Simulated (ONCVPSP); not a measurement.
## LDA (Perdew-Wang 92) ONCV dataset for Cu, fully relativistic all-electron reference.

ONCVPSP 4.0.1 was run on this input:

```
# ATOM AND REFERENCE CONFIGURATION
# atsym  z   nc   nv     iexc    psfile
  Cu 29.00    3    3  -001012      upf
#
#   n    l    f
    1    0    2.00
    2    0    2.00
    2    1    6.00
    3    0    2.00
    3    1    6.00
    3    2   10.00
#
# PSEUDOPOTENTIAL AND OPTIMIZATION
# lmax
    2
#
#   l,   rc,      ep,       ncon, nbas, qcut
    0    0.75    0.00    4    8    8.70
    1    0.90    0.00    4    7   19.00
    2    1.15    0.00    4    9   16.10
#
# LOCAL POTENTIAL
# lloc, lpopt,  rc(5),   dvloc0
    4    5    0.55    6.00
#
# VANDERBILT-KLEINMAN-BYLANDER PROJECTORs
# l, nproj, debl
    0    2    1.90
    1    3    3.10
    2    1    2.40
#
# MODEL CORE CHARGE
# icmod, fcfact, rcfact
    0    0.00    0.00
#
# LOG DERIVATIVE ANALYSIS
# epsh1, epsh2, depsh
   -6.00    5.00    0.04
#
# OUTPUT GRID
# rlmax, drl
    6.00    0.01
#
# TEST CONFIGURATIONS
# ncnf
    4
# nvcnf
#   n    l    f
    4
    3    0    2.00
    3    1    6.00
    3    2   10.00
    4    0    1.00
#
    3
    3    0    2.00
    3    1    6.00
    3    2    9.00
#
    3
    3    0    2.00
    3    1    6.00
    3    2    8.00
#
    4
    3    0    2.00
    3    1    6.00
    3    2    9.00
    4    0    1.00
#
```

Command:

```bash
oncvpspr.x < Cu.dat > Cu.out
```

Output (shortened: citation, most of the input echo, consistency checks and plot data are left out):

```
ONCVPSP  (Optimized Norm-Conservinng Vanderbilt PSeudopotential)
relativistic version 4.0.1

#   n    l    f        energy (Ha)
    1    0    2.00    -3.2485687D+02
    2    0    2.00    -3.9265265D+01
    2    1    6.00    -3.3729094D+01    -3.4480707D+01
    3    0    2.00    -4.5129952D+00
    3    1    6.00    -2.9355825D+00    -3.0306064D+00
    3    2   10.00    -5.1072434D-01    -5.2080806D-01

Reference configufation results
  iterations    31
  all-electron total energy (Ha)   -1.65200616D+03

Begin loop to  construct optimized pseudo wave functions
and semi-local pseudopoentials for all angular momenta

WARNING wellstate: negative energy specified for n= 4 l=  0
WARNING scattering state with energy  0.25000000
WARNING will be used for the first projector

   Wellstate for l =  0  n =  5 kap= -1
     eigenvalue =   0.2500
     asymptotic potential =   0.7500
     half-point radius =  5.0680

Calculating optimized projector #   1

 for l=   0

    Fraction of norm inside rc  0.604584
    Optimizing pswf for qcut=   8.68 a_B^-1,  ecut=  37.69 Ha
    Residual kinetic energy error=  3.93D-02 Ha

    Energy error per electron        Cutoff
         Ha          eV             Ha
         0.01000     0.27211      120.34
         0.00100     0.02721      291.59
         0.00010     0.00272      338.67
         0.00001     0.00027      530.13

Calculating optimized projector #   2

 for l=   0

    Fraction of norm inside rc  0.016287
    Optimizing pswf for qcut=   8.68 a_B^-1,  ecut=  37.69 Ha
    Residual kinetic energy error=  2.71D-03 Ha

    Energy error per electron        Cutoff
         Ha          eV             Ha
         0.01000     0.27211       26.33
         0.00100     0.02721       46.30
         0.00010     0.00272      162.67
         0.00001     0.00027      392.60

   Wellstate for l =  1  n =  4 kap= -2
     eigenvalue =   0.1644
     asymptotic potential =   0.6644
     half-point radius =  2.2289

   Wellstate for l =  1  n =  6 kap= -2
     eigenvalue =   3.2644
     asymptotic potential =   3.7644
     half-point radius =  3.0560

Calculating optimized projector #   1

 for l=   1

    Fraction of norm inside rc  0.725109
    Optimizing pswf for qcut=  18.98 a_B^-1,  ecut= 180.08 Ha
    Residual kinetic energy error=  6.45D-08 Ha

    Energy error per electron        Cutoff
         Ha          eV             Ha
         0.01000     0.27211       51.26
         0.00100     0.02721       93.80
         0.00010     0.00272      119.47
         0.00001     0.00027      139.99

Calculating optimized projector #   2

 for l=   1

    Fraction of norm inside rc  0.045343
    Optimizing pswf for qcut=  18.98 a_B^-1,  ecut= 180.08 Ha
    Residual kinetic energy error=  3.57D-09 Ha

    Energy error per electron        Cutoff
         Ha          eV             Ha
         0.01000     0.27211       26.34
         0.00100     0.02721       61.06
         0.00010     0.00272       97.74
         0.00001     0.00027      122.26

Calculating optimized projector #   3

 for l=   1

    Fraction of norm inside rc  0.023190
    Optimizing pswf for qcut=  18.98 a_B^-1,  ecut= 180.08 Ha
    Residual kinetic energy error=  1.05D-08 Ha

    Energy error per electron        Cutoff
         Ha          eV             Ha
         0.01000     0.27211       27.06
         0.00100     0.02721       51.71
         0.00010     0.00272       95.35
         0.00001     0.00027      118.64

   Wellstate for l =  1  n =  4 kap=  1
     eigenvalue =   0.0694

   Wellstate for l =  1  n =  6 kap=  1
     eigenvalue =   3.2550

Calculating optimized projector #   1

 for l=   1

    Fraction of norm inside rc  0.737462
    Optimizing pswf for qcut=  18.98 a_B^-1,  ecut= 180.08 Ha
    Residual kinetic energy error=  6.56D-08 Ha

    Energy error per electron        Cutoff
         Ha          eV             Ha
         0.01000     0.27211       38.82
         0.00100     0.02721       93.32
         0.00010     0.00272      119.33
         0.00001     0.00027      139.99

Calculating optimized projector #   2

 for l=   1

    Fraction of norm inside rc  0.044749
    Optimizing pswf for qcut=  18.98 a_B^-1,  ecut= 180.08 Ha
    Residual kinetic energy error=  3.73D-09 Ha

    Energy error per electron        Cutoff
         Ha          eV             Ha
         0.01000     0.27211       27.09
         0.00100     0.02721       56.08
         0.00010     0.00272       97.52
         0.00001     0.00027      122.43

Calculating optimized projector #   3

 for l=   1

    Fraction of norm inside rc  0.023108
    Optimizing pswf for qcut=  18.98 a_B^-1,  ecut= 180.08 Ha
    Residual kinetic energy error=  8.53D-09 Ha

    Energy error per electron        Cutoff
         Ha          eV             Ha
         0.01000     0.27211       27.80
         0.00100     0.02721       42.34
         0.00010     0.00272       95.56
         0.00001     0.00027      119.57

Calculating optimized projector #   1

 for l=   2

    Fraction of norm inside rc  0.687801
    Optimizing pswf for qcut=  16.09 a_B^-1,  ecut= 129.40 Ha
    Residual kinetic energy error=  3.40D-07 Ha

    Energy error per electron        Cutoff
         Ha          eV             Ha
         0.01000     0.27211       72.39
         0.00100     0.02721       87.48
         0.00010     0.00272       99.29
         0.00001     0.00027      109.62

Calculating optimized projector #   1

 for l=   2

    Fraction of norm inside rc  0.693445
    Optimizing pswf for qcut=  16.09 a_B^-1,  ecut= 129.40 Ha
    Residual kinetic energy error=  3.09D-07 Ha

    Energy error per electron        Cutoff
         Ha          eV             Ha
         0.01000     0.27211       72.84
         0.00100     0.02721       87.97
         0.00010     0.00272       99.88
         0.00001     0.00027      110.29

Construct Vanderbilt / Kleinmman-Bylander projectors

B matrix Hermiticity error, ll=  0  kap= -1
   1   2   -5.0350D-04

  Orthonormal projector coefficients  4.2610E+01  1.4260E+01

B matrix Hermiticity error, ll=  1  kap= -2
   1   2    4.3990D-04
   1   3    7.2356D-04
   2   3   -1.1866D-04

  Orthonormal projector coefficients  1.9026E+01  2.8363E+00  6.2183E-01

B matrix Hermiticity error, ll=  1  kap=  1
   1   2    4.5803D-04
   1   3    7.4173D-04
   2   3   -1.1936D-04

  Orthonormal projector coefficients  1.8923E+01  2.8808E+00  3.9102E-01

 Orthonormal scalar projector coefficients, l =  1
  1.8984E+01  2.8437E+00  5.5136E-01  7.8874E-03  4.2409E-05  5.3236E-06

 Orthonormal spin-orbit projector coefficients, l =  1
  5.5023E-01 -5.4333E-01  1.7763E-01  1.0848E-02 -2.1652E-03 -3.3996E-04

 Orthonormal scalar projector coefficients, l =  2
 -4.3429E+00 -2.4039E-04

 Orthonormal spin-orbit projector coefficients, l =  2
  3.5779E-02 -1.9452E-02

Pseudoatom total energy -194.646403

Diagnostic tests using Vanderbilt-Kleinman-Bylander pseudopotentials
  relativistic with J = L +/- 1/2 projectors

   l  kap   rcore       rmatch      e in        delta e    norm test   slope test

   0  -1   0.7526024   0.7754530  -4.5129952  -0.0001362   1.0002427   1.0003143
   0  -1   0.7526024   0.7754530   0.2500000  -0.0000094   1.0006636   1.0006636

   1  -2   0.9005441   0.9278866  -2.9355825  -0.0000521   1.0002089   1.0002801
   1   1   0.9005441   0.9278866  -3.0306064   0.0000085   1.0002234   1.0002393
   1  -2   0.9005441   0.9278866   0.1644174   0.0000492   1.0004859   1.0004859
   1   1   0.9005441   0.9278866   0.1549924   0.0000544   1.0004950   1.0004950
   1  -2   0.9005441   0.9278866   3.2644174   0.0001666   1.0006570   1.0006570
   1   1   0.9005441   0.9278866   3.2579019   0.0001904   1.0006570   1.0006570

   2  -3   1.1508592   1.1858018  -0.5107243  -0.0000131   0.9999946   1.0000362
   2   2   1.1508592   1.1858018  -0.5208081   0.0000141   1.0000081   0.9999671

Diagnostic tests using Vanderbilt-Kleinman-Bylander pseudopotentials
  relativistic with scalar and spin-orbit non-local projectors

   l  kap   rcore       rmatch      e in        delta e    norm test   slope test

   0  -1   0.7526024   0.7754530  -4.5129952  -0.0001362   1.0002427   1.0003143
   0  -1   0.7526024   0.7754530   0.2500000  -0.0000094   1.0006636   1.0006636

   1  -2   0.9005441   0.9278866  -2.9355825  -0.0014902   1.0002078   0.9997223
   1   1   0.9005441   0.9278866  -3.0306064  -0.0014293   1.0002216   0.9997136
   1  -2   0.9005441   0.9278866   0.1644174  -0.0012095   1.0003423   1.0003423
   1   1   0.9005441   0.9278866   0.1549924  -0.0011200   1.0003469   1.0003469
   1  -2   0.9005441   0.9278866   3.2644174  -0.0002056   1.0005403   1.0005403
   1   1   0.9005441   0.9278866   3.2579019  -0.0001115   1.0005497   1.0005497

   2  -3   1.1508592   1.1858018  -0.5107243  -0.0000130   0.9999945   1.0000364
   2   2   1.1508592   1.1858018  -0.5208081   0.0000143   1.0000080   0.9999674

Ghost test for J = L + 1/2

 Testing for bound ghosts
   n   l    E NL Schr. Eq   E Basis Diag.   E Cutoff

   1   0       -4.513131       -4.510084    462.04

   2   1       -2.935635       -2.934248    373.17

   3   2       -0.510737       -0.500581    260.01

 Testing for highly-localized positive-energy ghosts
       l    <radius>/rc     E Basis Diag.   E Cutoff

       0        0.992323       22.948715    462.04  WARNING - GHOST(+)

Ghost test for J = L - 1/2

 Testing for bound ghosts
   n   l    E NL Schr. Eq   E Basis Diag.   E Cutoff

   1   0       -4.513131       -4.510084    462.04

   2   1       -3.030598       -3.029415    373.17

   3   2       -0.520794       -0.511108    260.01

 Testing for highly-localized positive-energy ghosts
       l    <radius>/rc     E Basis Diag.   E Cutoff

       0        0.992323       22.948715    462.04  WARNING - GHOST(+)

Test configuration 0

   n   l kap    f        eae           eps        diff
   1   0  -1  2.0000 -324.85686545
   2   0  -1  2.0000  -39.26526546
   2   1  -2  4.0000  -33.72909431
   2   1   1  2.0000  -34.48070719
   3   0  -1  2.0000   -4.51299524   -4.51313147   -1.36E-04
   3   1  -2  4.0000   -2.93558254   -2.93563468   -5.21E-05
   3   1   1  2.0000   -3.03060643   -3.03059789    8.54E-06
   3   2  -3  6.0000   -0.51072434   -0.51073746   -1.31E-05
   3   2   2  4.0000   -0.52080806   -0.52079395    1.41E-05

    Total energies and differences
      AE_ref= -1.65200616E+03  AE_tst= -1.65200616E+03  dif=  0.00E+00
      PS_ref= -1.94646403E+02  PS_tst= -1.94646403E+02  dif= -1.14E-12
      PSP excitation error=  1.14E-12

Test configuration 1

   n   l kap    f        eae           eps        diff
   1   0  -1  2.0000 -324.53718541
   2   0  -1  2.0000  -38.95547487
   2   1  -2  4.0000  -33.41845252
   2   1   1  2.0000  -34.16996327
   3   0  -1  2.0000   -4.19383284   -4.19458840   -7.56E-04
   3   1  -2  4.0000   -2.61522372   -2.61588883   -6.65E-04
   3   1   1  2.0000   -2.71056428   -2.71115735   -5.93E-04
   3   2  -3  6.0000   -0.19173753   -0.19174792   -1.04E-05
   3   2   2  4.0000   -0.20170889   -0.20168478    2.41E-05
   4   0  -1  1.0000   -0.17854098   -0.17860196   -6.10E-05

    Total energies and differences
      AE_ref= -1.65200616E+03  AE_tst= -1.65231594E+03  dif= -3.10E-01
      PS_ref= -1.94646403E+02  PS_tst= -1.94956168E+02  dif= -3.10E-01
      PSP excitation error= -1.93E-05

Test configuration 2

   n   l kap    f        eae           eps        diff
   1   0  -1  2.0000 -325.48324062
   2   0  -1  2.0000  -39.90393762
   2   1  -2  4.0000  -34.36634894
   2   1   1  2.0000  -35.11780522
   3   0  -1  2.0000   -5.13617578   -5.13736233   -1.19E-03
   3   1  -2  4.0000   -3.55349268   -3.55460198   -1.11E-03
   3   1   1  2.0000   -3.64961286   -3.65066649   -1.05E-03
   3   2  -3  5.4000   -1.09744761   -1.09763136   -1.84E-04
   3   2   2  3.6000   -1.10853354   -1.10868745   -1.54E-04

    Total energies and differences
      AE_ref= -1.65200616E+03  AE_tst= -1.65120906E+03  dif=  7.97E-01
      PS_ref= -1.94646403E+02  PS_tst= -1.93849218E+02  dif=  7.97E-01
      PSP excitation error= -9.26E-05

Test configuration 3

   n   l kap    f        eae           eps        diff
   1   0  -1  2.0000 -326.25454584
   2   0  -1  2.0000  -40.69526561
   2   1  -2  4.0000  -35.15571512
   2   1   1  2.0000  -35.90696205
   3   0  -1  2.0000   -5.88455539   -5.88767598   -3.12E-03
   3   1  -2  4.0000   -4.29356235   -4.29649732   -2.93E-03
   3   1   1  2.0000   -4.39160758   -4.39448352   -2.88E-03
   3   2  -3  4.8000   -1.80496659   -1.80467517    2.91E-04
   3   2   2  3.2000   -1.81712091   -1.81678087    3.40E-04

    Total energies and differences
      AE_ref= -1.65200616E+03  AE_tst= -1.64976228E+03  dif=  2.24E+00
      PS_ref= -1.94646403E+02  PS_tst= -1.92402393E+02  dif=  2.24E+00
      PSP excitation error= -1.33E-04

Test configuration 4

   n   l kap    f        eae           eps        diff
   1   0  -1  2.0000 -325.07803858
   2   0  -1  2.0000  -39.51039197
   2   1  -2  4.0000  -33.97184170
   2   1   1  2.0000  -34.72317820
   3   0  -1  2.0000   -4.73534332   -4.73691830   -1.57E-03
   3   1  -2  4.0000   -3.15228998   -3.15380483   -1.51E-03
   3   1   1  2.0000   -3.24857050   -3.25001076   -1.44E-03
   3   2  -3  5.4000   -0.70142725   -0.70140895    1.83E-05
   3   2   2  3.6000   -0.71236897   -0.71231155    5.74E-05
   4   0  -1  1.0000   -0.51179980   -0.51194702   -1.47E-04

    Total energies and differences
      AE_ref= -1.65200616E+03  AE_tst= -1.65187842E+03  dif=  1.28E-01
      PS_ref= -1.94646403E+02  PS_tst= -1.94518711E+02  dif=  1.28E-01
      PSP excitation error=  4.17E-05
```

The run took about 7.3 s on one core of a shared server CPU.
